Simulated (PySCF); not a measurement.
**Working with the constants of InH⁺**

ROHF-CCSD(T) constants of InH⁺, ²Σ⁺ (doublet), unpaired electrons σ ↑ (In x2c-SVPall, H x2c-SVPall; spin-free X2C with a Gaussian nucleus (PySCF 2.14); masses 114.9039 and 1.0078 u):

| Quantity | Value |
| --- | --- |
| ωe | 1122.4 cm⁻¹ |
| ωexe | 129.0 cm⁻¹ |
| Be | 5.042 cm⁻¹ |
| αe | 0.502 cm⁻¹ |
| De to In⁺ + H | 0.177 eV |

(1) What force constant and bond length do these constants imply?

(2) Estimate the centrifugal constant D from the Kratzer relation and find the Dunham coefficient a1.

Correlated steps freeze 18 core orbitals. The bond is weak. Basis-set superposition, not corrected here, can be much of De in a small basis, most of all at correlated wavefunction levels. Spin–orbit coupling is left out. For an ion De counts to the pair picked by the measured ionisation energies or electron affinities, which need not be the lowest pair at this level. The state is the lowest determinant that a PBE0 search found; another state may lie lower at other levels.

Answers

(1) Reduced mass μred = 0.99906 u; k = 5.8918×10⁻⁷·μred·ωe² (u, cm⁻¹, mdyn/Å) = 0.742 mdyn/Å; Re = √(16.8576/(μred·Be)) (u, cm⁻¹, Å) = 1.829 Å.

(2) D = 4Be³/ωe² = 0.000407 cm⁻¹; a1 = −1 − αeωe/(6Be²) = -4.69.
